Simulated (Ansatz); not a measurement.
CH5ClOSi2, SMILES `O=C[SiH]([SiH3])Cl` at its PBE0-D4/def2-TZVP geometry, where that method's forces vanish. The species carries charge 0 and has multiplicity 1.

```json
{"atom": "O1", "x (Å)": "-2.0118", "y (Å)": "-1.1436", "z (Å)": "0.9893"}
{"atom": "C2", "x (Å)": "-1.7690", "y (Å)": "0.0036", "z (Å)": "0.7173"}
{"atom": "Si3", "x (Å)": "-0.4502", "y (Å)": "0.4064", "z (Å)": "-0.6291"}
{"atom": "Si4", "x (Å)": "1.6265", "y (Å)": "-0.4688", "z (Å)": "0.0008"}
{"atom": "Cl5", "x (Å)": "-0.3288", "y (Å)": "2.4582", "z (Å)": "-0.8129"}
{"atom": "H6", "x (Å)": "-2.2947", "y (Å)": "0.8339", "z (Å)": "1.2444"}
{"atom": "H7", "x (Å)": "-0.9475", "y (Å)": "-0.1516", "z (Å)": "-1.9118"}
{"atom": "H8", "x (Å)": "2.6404", "y (Å)": "-0.1037", "z (Å)": "-1.0218"}
{"atom": "H9", "x (Å)": "1.5256", "y (Å)": "-1.9463", "z (Å)": "0.1104"}
{"atom": "H10", "x (Å)": "2.0095", "y (Å)": "0.1120", "z (Å)": "1.3133"}
```

Question: For each bond, give half the difference of the two atoms' forces along it (eV/Å; positive pushes the atoms apart) under PBE-D4, r2SCAN-D4, B3LYP-D4, ωB97M-V in def2-TZVPP. (Estimate.)

Answer: Ansatz gave: 
```json
{"bond": "O1–C2", "length (Å)": "1.204", "PBE-D4": "0.94", "r2SCAN-D4": "0.40", "B3LYP-D4": "0.32", "ωB97M-V": "0.27"}
{"bond": "C2–Si3", "length (Å)": "1.927", "PBE-D4": "-0.20", "r2SCAN-D4": "-0.09", "B3LYP-D4": "-0.06", "ωB97M-V": "-0.06"}
{"bond": "C2–H6", "length (Å)": "1.115", "PBE-D4": "-0.01", "r2SCAN-D4": "-0.02", "B3LYP-D4": "-0.12", "ωB97M-V": "-0.15"}
{"bond": "Si3–Si4", "length (Å)": "2.340", "PBE-D4": "-0.09", "r2SCAN-D4": "0.01", "B3LYP-D4": "0.07", "ωB97M-V": "0.01"}
{"bond": "Si3–Cl5", "length (Å)": "2.064", "PBE-D4": "0.17", "r2SCAN-D4": "0.04", "B3LYP-D4": "0.22", "ωB97M-V": "0.13"}
{"bond": "Si3–H7", "length (Å)": "1.485", "PBE-D4": "0.11", "r2SCAN-D4": "-0.02", "B3LYP-D4": "-0.14", "ωB97M-V": "-0.17"}
{"bond": "Si4–H8", "length (Å)": "1.486", "PBE-D4": "0.09", "r2SCAN-D4": "-0.01", "B3LYP-D4": "-0.07", "ωB97M-V": "-0.10"}
{"bond": "Si4–H9", "length (Å)": "1.485", "PBE-D4": "0.09", "r2SCAN-D4": "-0.02", "B3LYP-D4": "-0.07", "ωB97M-V": "-0.10"}
{"bond": "Si4–H10", "length (Å)": "1.485", "PBE-D4": "0.09", "r2SCAN-D4": "-0.01", "B3LYP-D4": "-0.06", "ωB97M-V": "-0.10"}
```

B3LYP here is the variant with VWN-RPA as its local correlation; programs differ in this.
